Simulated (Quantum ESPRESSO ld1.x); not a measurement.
The zinc ion Zn+, configuration [Ne] 3s2 3p5 3d10 4s1 4f1 (not the ground configuration). Calculated with ld1.x of Quantum ESPRESSO 7.5: scalar-relativistic Kohn-Sham, LDA (Slater exchange, Perdew-Wang correlation), spin-polarised, spherical densities, point nucleus; open shells are filled with parallel spins first.

Normalised radial functions P(r) = r R(r), r in bohr:

```
   r/bohr * 4s up, o 4s down, + 4p up (the largest magnitude, 0.767, reaches the edge; | marks zero, & curves that meet)
 0.009048                             +  &
  0.01236                             +   &
  0.01675                             |+  &
  0.02289                             |+   &
  0.03102                             | + &
  0.04238                             |  &
  0.05743                             |&  +
  0.07846                           & |    +
   0.1063                       &     |     +
   0.1441                     &       |     +
   0.1969                       &     |  +
   0.2668                           + &
   0.3645                     +       |       &
    0.494                  +          |            &
   0.6749                     +       |       &
   0.9147                        *o   |+
     1.25          &                  |            +
    1.694  &                          |                     +
    2.295     &                       |                       +
    3.136              o*             |                  +
     4.25                       o*    |         +
    5.805                            &|  +
    7.868                             &+
    10.75                             &
    14.57                             &
     19.9                             &
    26.97                             &
```

4s up: eigenvalue -22.934 eV, 3 radial nodes at r = 0.0650, 0.269, 0.833 bohr, <r> = 2.11 bohr, 90 % of the charge inside 3.12 bohr. 4s down (empty): eigenvalue -21.521 eV, 3 radial nodes at r = 0.0650, 0.269, 0.833 bohr, <r> = 2.12 bohr, 90 % of the charge inside 3.15 bohr. 4p up (empty): eigenvalue -14.885 eV, 2 radial nodes at r = 0.243, 0.890 bohr, <r> = 2.54 bohr, 90 % of the charge inside 3.81 bohr.
